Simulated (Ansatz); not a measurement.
`C[SiH]1C=C1` + H₂ → `C1=C[SiH2]1` + CH₄  (hydrogenolysis of the Si–C bond)

Isolated molecules relaxed with PBE0-D4/def2-TZVP in Ansatz; ΔE leaves out vibrations. CBS: MP2 limit from def2 TZ/QZ plus the TZ coupled-cluster correction, frozen cores. This one scheme is used for every species. Functionals use def2-TZVPP.

CCSD(T)/CBS gives -22.5 kJ/mol.

Task: Another level gave -27.3 kJ/mol. Which?
A. CAM-B3LYP/def2-TZVPP
B. B97M-V/def2-TZVPP
C. MP2/def2-TZVPP
D. r2SCANh/def2-TZVPP

Result: B. B97M-V -27.3, CAM-B3LYP -32.1, MP2/def2-TZVPP -19.3, r2SCANh -23.3 kJ/mol.

Largest T1 diagnostic among the species: 0.013.

At CCSD(T), def2-SVP lies −15.8 kJ/mol from the extrapolated value and def2-TZVPP −2.3 kJ/mol. The D4 term adds +7.7 kJ/mol with B3LYP and +4.3 kJ/mol with PBE0; it sums over pairs of atoms, weighted by their polarisabilities, and B3LYP, whose exchange is more repulsive, gets the larger term.

B3LYP here is the variant with VWN-RPA as its local correlation; programs differ in this.
